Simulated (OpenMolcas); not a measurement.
Os4+ (d4) among equal point charges was computed by CASSCF with the d shell active (OpenMolcas, ANO-RCC-VDZP on the metal). Its lowest spin-free states, and all those of the highest spin:

| 2S+1 | Degeneracy | E (cm-1) |
| --- | --- | --- |
| 5 | 1 | 0.0 |
| 5 | 1 | 3526 |
| 5 | 1 | 6512 |
| 5 | 2 | 8124 |
| 3 | 2 | 15293 |
| 3 | 1 | 16340 |
| 3 | 1 | 18781 |
| 3 | 1 | 20074 |
| 3 | 1 | 20183 |
| 3 | 2 | 20624 |
| 3 | 2 | 21169 |
| 3 | 1 | 21925 |

Is the site octahedral, tetrahedral or cube-like, axial, or of lower symmetry?

The states with 2S+1 = 5 have orbital degeneracies 1, 1, 1, 2. There are pairs but no triples, so the site is axial: not cubic, but with a proper or improper axis of order three or more. The run had Os4+ among 6 point charges of -0.98 e arranged as a tetragonal octahedron (D4h), 1.93 Å from the ion, with the axial distance 2.104 Å.

Spin-orbit coupling mixes the spin-free states strongly: the lowest level takes only 30 % from its leading state, 5B1. Without dynamic correlation the repulsion within the d shell is too large (B by tens of per cent), so at a given field states of lower spin stand too high. Point charges give a weaker field than real ligands, and real ions of this kind are as a rule low spin; the high spin found here belongs to the model. Point charges carry no covalency, so the field is a model and not that of real ligands. No measured value stands beside these numbers.
